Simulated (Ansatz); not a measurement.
Sc2N2 (the lowest singlet isomer of a short search), 4 atoms. Hardware: 4 threads of Arm Neoverse V2 on a shared host.

Correlated methods freeze 12 core orbitals; core or outer-core shells of Sc are correlated, in sets that lack core-valence functions.

**Question.** How many basis functions does each of these Ansatz runs have, and roughly what does it cost? r2SCAN-D4/def2-SVP, charge 0 quintet, relaxation, 3 steps; PBE0-D4/def2-SVP, charge 0 triplet, energy with a search over starts; LC-ωPBE (ω = 0.15 bohr⁻¹)/def2-TZVP, charge 0 quintet, energy, from earlier orbitals; MP2/def2-TZVP, charge 0 singlet, energy, from earlier orbitals; CCSD(T)/def2-TZVPP, charge 0 singlet, energy, from earlier orbitals; PBE0-D4/def2-SVP, charge 0 quintet, energy with a search over starts; BHLYP-D4/def2-TZVP, charge 0 triplet, energy, from earlier orbitals; LC-ωPBE (ω = 0.15 bohr⁻¹)/def2-TZVP, charge 1 doublet at the geometry of the charge 0 singlet, energy, from earlier orbitals; LC-ωPBE (ω = 0.30 bohr⁻¹)/def2-TZVP, charge 0 singlet, energy, from earlier orbitals; r2SCAN-D4/def2-TZVP, charge 0 quintet, energy, from earlier orbitals; LC-ωPBE (ω = 0.30 bohr⁻¹)/def2-TZVP, charge 0 quintet, energy, from earlier orbitals; HF/STO-3G, charge 0 singlet, energy.

**Answer.** Other jobs shared the machine, so times can vary by a factor of up to 3. A dash marks memory too small to be measured apart from the calling script's.

```csv
run,functions,fitting or Cholesky vectors,wall time,peak host memory (GiB)
"HF/STO-3G, charge 0 singlet, energy",46,596,0.2 s,–
"MP2/def2-TZVP, charge 0 singlet, energy, from earlier orbitals",152,1272,1.6 s,–
"LC-ωPBE (ω = 0.30 bohr⁻¹)/def2-TZVP, charge 0 singlet, energy, from earlier orbitals",152,1206,2 s,–
"LC-ωPBE (ω = 0.15 bohr⁻¹)/def2-TZVP, charge 0 quintet, energy, from earlier orbitals",152,1206,6 s,–
"PBE0-D4/def2-SVP, charge 0 quintet, energy with a search over starts",90,976,7 s,–
"LC-ωPBE (ω = 0.15 bohr⁻¹)/def2-TZVP, charge 1 doublet at the geometry of the charge 0 singlet, energy, from earlier orbitals",152,1206,8 s,–
"PBE0-D4/def2-SVP, charge 0 triplet, energy with a search over starts",90,976,9.5 s,–
"BHLYP-D4/def2-TZVP, charge 0 triplet, energy, from earlier orbitals",152,1546,12 s,0.81
"r2SCAN-D4/def2-TZVP, charge 0 quintet, energy, from earlier orbitals",152,1206,18 s,–
"LC-ωPBE (ω = 0.30 bohr⁻¹)/def2-TZVP, charge 0 quintet, energy, from earlier orbitals",152,1206,18 s,–
"CCSD(T)/def2-TZVPP, charge 0 singlet, energy, from earlier orbitals",190,1266,24 s,1.6
"r2SCAN-D4/def2-SVP, charge 0 quintet, relaxation, 3 steps",90,1108,43 s,–
```
